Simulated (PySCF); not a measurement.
Cartesian coordinates in Å; atom numbers follow the order of the lines, from 1:
```xyz
18

C    -1.1675   -0.9906   -1.9021
Si   -0.4843   -0.0939   -0.3602
Si   -1.3509    2.0369    0.0016
P    -0.6725   -1.5963    1.3340
O     1.1182    0.0745   -0.6234
Si    2.6051    0.0583    0.0398
O     2.5972   -0.6589    1.4911
H    -2.2438   -1.1158   -1.8262
H    -0.7277   -1.9778   -2.0205
H    -0.9619   -0.4267   -2.8067
H    -0.7093    3.0804   -0.8036
H    -1.2438    2.4677    1.4024
H    -2.7833    2.0774   -0.3232
H    -0.5087   -0.6596    2.3406
H    -2.0517   -1.5229    1.4086
H     3.4046   -0.6560   -0.9465
H     2.9703    1.4269    0.3603
H     2.2011   -1.5173    1.6290
```

- GIAO PBE0/pcSseg-1 shieldings
- geometry: GFN2-xTB
- program: PySCF 2.14
- no solvent model, one averaged value for each set of equivalent atoms, non-relativistic Hamiltonian, single conformer

Scale: $^{13}$C (186.93 ppm) and $^{1}$H (31.72 ppm) and $^{29}$Si (349.16 ppm) against TMS; $^{31}$P (318.38 ppm) vs H3PO4; $^{17}$O (336.08 ppm) vs H2O (reference shieldings calculated alike).

| atoms | nucleus | count | δ (ppm) |
| --- | --- | --- | --- |
| Si2 | $^{29}$Si | 1 | ? |
| Si3 | $^{29}$Si | 1 | -113.3 |
| O5 | $^{17}$O | 1 | ? |
| O7 | $^{17}$O | 1 | ? |
| H8/H9/H10 | $^{1}$H | 3 | 0.55 |
| Si6 | $^{29}$Si | 1 | -36.3 |
| H17 | $^{1}$H | 1 | 4.70 |
| H11/H12/H13 | $^{1}$H | 3 | 3.54 |
| H14/H15 | $^{1}$H | 2 | ? |
| H18 | $^{1}$H | 1 | 2.10 |
| C1 | $^{13}$C | 1 | 8.1 |
| H16 | $^{1}$H | 1 | 5.04 |
| P4 | $^{31}$P | 1 | -264.5 |

**Question.** Complete the table.

**Answer.** 
- H14/H15: 1.32 ppm, hydrogen on a phosphorus bonded to Si
- Si2: 14.5 ppm, silicon bonded to C, O, P, Si
- O5: 85.2 ppm, oxygen bonded to 2 Si
- O7: 60.6 ppm, oxygen bonded to Si, H

OH/NH shifts are gas-phase values; hydrogen bonding in solution moves them, usually downfield. Shifts are as computed. Against solution values, carbons near 30 ppm lie about +3 ppm off and those near 130 ppm about +5 ppm. Of 1211 compounds with measured shifts, 218 miss one by over three times the rms of a fit or turn the order of signals round; such compounds aren't used in these exercises. Experimental scales use liquid or dissolved standards, which lie at an offset from isolated H2O (liquid H2O: subtract about 36 ppm) and H3PO4.
